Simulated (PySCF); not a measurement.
Peak assignment

Geometry (Å), atoms numbered from 1 in this order:
```xyz
15

C    -2.6390    2.8141   -0.4586
C    -2.0367    1.7836   -0.2503
C    -1.3378    0.5548   -0.0011
C    -1.9950   -0.5781    0.3151
O    -0.0034    0.6979   -0.1252
C     0.8044   -0.4354    0.0938
C     2.2440   -0.0319   -0.1017
H    -3.1684    3.7303   -0.6443
H    -1.4847   -1.5213    0.5082
H    -3.0816   -0.5568    0.3824
H     0.6341   -0.8217    1.1167
H     0.5166   -1.2392   -0.6101
H     2.9071   -0.8935    0.0630
H     2.5227    0.7633    0.6048
H     2.4059    0.3434   -1.1225
```

PySCF 2.14 calculation with shielding tensors at PBE0/pcSseg-1 (GIAO), geometry from PBE0-D3(BJ)/def2-SVP and J couplings at B3LYP/pcJ-1 (without the spin–dipole term); one conformer, non-relativistic Hamiltonian, in vacuum, averaged over atoms made equivalent by symmetry, fast rotation or ring inversion.

Chemical shifts δ = σref − σ; TMS for ¹³C and ¹H, all at this level.

Task: Assign these signals to the numbered atoms. ¹³C{¹H} NMR (computed): δ 151.2 (C), 97.7 (CH2), 83.0 (C), 82.6 (CH), 63.5 (CH2), 16.2 (CH3).

Result: 
151.2 → C3, alkene carbon bearing oxygen: an sp2 carbon further deshielded by the attached heteroatom
97.7 → C4, β carbon of an enol-ether or enamine type C=C: the O or N lone pair pushes π density onto this β carbon and shields it
83.0 → C2, alkyne carbon: sp carbons lie upfield of alkene carbons because the cylindrical π system leaves one tensor component strongly shielded
82.6 → C1, terminal alkyne carbon: sp carbons lie upfield of alkene carbons because the cylindrical π system leaves one tensor component strongly shielded
63.5 → C6, sp3 CH2 bonded to O: pulled downfield by the heteroatom
16.2 → C7, methyl carbon: aliphatic region, no heteroatom directly attached

C2 and C1 lie closer than the usual error of such a calculation, so a measured spectrum could show them in the other order.

Task: Assign these signals to the numbered atoms. ¹H NMR (600 MHz, computed): δ 4.74 (d, J = 2.0 Hz, 1H), 4.41 (d, J = 2.0 Hz, 1H), 3.35 (q, J = 7.9 Hz, 2H), 2.77 (s, 1H), 1.36 (t, J = 7.9 Hz, 3H).

Result: 
4.74 → H10, hydrogen on a β carbon of an enol-ether or enamine type C=C: lone-pair donation from O or N shields it, upfield of ordinary alkene protons
4.41 → H9, hydrogen on a β carbon of an enol-ether or enamine type C=C
3.35 → H11/H12, hydrogen on an sp3 CH2 bonded to O: its carbon carries O, hence the downfield position
2.77 → H8, hydrogen on a terminal alkyne carbon: it lies on the axis of the triple bond, in its shielding cone
1.36 → H13/H14/H15, hydrogen on a methyl carbon

Multiplet labels drop couplings under 1 Hz and merge nearly equal ones. Unscaled 3J(H,H) at this level run about 10 % above measured values. Shifts are as computed. Against solution values, carbons near 30 ppm lie about +2 ppm off and those near 130 ppm about +5 ppm. Of 1211 compounds with measured shifts, 218 miss one by over three times the rms of a fit or turn the order of signals round; such compounds aren't used in these exercises.
